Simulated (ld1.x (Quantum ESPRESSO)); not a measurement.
# Configuration tests for silicon (Si) (TM)

Si (Z = 14), norm-conserving Troullier–Martins (Kleinman–Bylander form), made with ld1.x (Quantum ESPRESSO) 7.5 (LDA (PZ), scalar-relativistic). Core [Ne], reference 3s1 3p0 (charge +3). Waves: 3s (bound): rc 1.25 bohr; 3p (bound, empty): rc 1.60 bohr. Local part: all-electron potential smoothed inside 1.40 bohr (lloc = -2). Core correction: a·sin(br)/r model core inside 0.95 bohr.

Energies are relative to the spin-unpolarised reference configuration 3s1 3p0; without spin polarisation the order of configurations can differ from experiment. Spin-polarised rows fill each open shell by Hund’s rule, majority spin first.

| valence configuration | charge | ΔE all-electron (eV) | error AE − PS (meV) |
| --- | --- | --- | --- |
| 3s2 3p2 | 0 | -58.088 | +119 |
| 3s2 3p0 | +2 | -34.145 | +20 |
| 3s2 3p1.5 | +0.5 | -55.123 | +99 |
| 3s2 3p2.3 | -0.3 | -59.045 | +127 |
| 3s1 3p3 | 0 | -51.281 | +106 |
| 3s0 3p4 | 0 | -44.308 | +95 |
| 3s1 3p0 (spin-polarised) | +3 | -0.529 | -0.5 |
| 3s2 3p2 (spin-polarised) | 0 | -58.699 | +129 |

Q: What are ΔE and the potential's error for 3s2 3p1?

A: ΔE = -50.259 eV all-electron; the error (AE − PS) is +74 meV.
